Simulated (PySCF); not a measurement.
Computed shifts of a molecule C2H9NOSi2, PBE/pcSseg-1 (PySCF), GIAO, gas phase, atoms alike by connectivity averaged where their shifts nearly agree, in ppm (number of nuclei): ¹³C: 62.8 (1), 45.3 (1). ¹⁵N: 33.4 (1). ²⁹Si: -2.2 (1), -16.4 (1). ¹H: 6.17 (1), 6.09 (1), 5.85 (1), 3.57 (1), 3.43 (1), 2.89 (3), 1.41 (1). References: ¹³C against TMS (σ = 182.0 ppm); ¹⁵N against NH3 (σ = 267.0 ppm); ²⁹Si against TMS (σ = 335.4 ppm); ¹⁷O against H2O (σ = 334.3 ppm); ¹H against TMS (σ = 31.49 ppm), references at their B3LYP-D3(BJ)/def2-TZVP geometries, non-relativistic. Coordinates come from a ωB97X-D3(BJ)/def2-SVP optimisation. One conformer was computed; it need not be the lowest.

Pick the molecule that these values belong to.
A) O[SiH2]C/N=C/[SiH3]
B) C/N=C\[SiH2]O[SiH3]
C) C[SiH2]O/C=N/[SiH3]
D) CN1C[Si@@H](O)[SiH2]1

D, CN1C[Si@@H](O)[SiH2]1
